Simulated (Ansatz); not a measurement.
Geometry optimisation, Ansatz, RKS B3LYP/def2-SVP.

input.yaml

```yaml
crystal:
  periodic: [false, false, false]
  atoms:
    - { symbol: Sn, position_ang: [0.0, 0.0, 0.0] }
    - { symbol: O, position_ang: [0.0, 0.0, 1.96] }
    - { symbol: H, position_ang: [-0.9095, -0.2814, 2.2971] }
    - { symbol: Cl, position_ang: [2.2726, 0.0, -0.8025] }
    - { symbol: H, position_ang: [-0.8195, 1.4198, -0.5794] }
    - { symbol: H, position_ang: [-0.8195, -1.4198, -0.5794] }
basis:
  gaussian: { orbitals: def2-SVP }
hamiltonian:
  xc: b3lyp
relax:
  f_tol: 0.02
  max_steps: 40
```

Launched with:

```bash
$ ansatz run input.yaml --threads 1 --pin off --max-ram 2048MiB --backend cpu --events-out ev --progress --plain --runs-dir out
```

Question: Where does it end, and by what steps?

Answer: The run converged. After 12 steps the energy has fallen by 0.232 eV; H3 moved furthest, 0.83 Å.

```csv
step,energy less start (eV),largest force component (eV/Å),accepted
0,0.0000,1.682,yes
1,-0.0750,1.107,yes
2,-0.1235,0.814,yes
3,-0.1524,0.286,yes
4,-0.1665,0.413,yes
5,-0.2116,0.094,yes
6,-0.0527,2.888,no
7,-0.2236,0.088,yes
8,-0.2296,0.111,yes
9,-0.2306,0.110,yes
10,-0.2270,0.505,no
11,-0.2307,0.094,yes
12,-0.2319,0.005,yes
```

```xyz
6
Properties=species:S:1:pos:R:3
Sn -0.189 0.046 -0.085
O -0.488 0.215 1.872
H -0.126 -0.529 2.376
Cl 2.148 -0.156 -0.457
H -0.724 1.537 -0.720
H -0.897 -1.395 -0.691
```

Whether the end is a true minimum wasn't checked by a vibrational analysis.

The run took 47 s on 1 thread of Arm Neoverse V1, with other jobs on the host, peak memory 0.15 GiB.
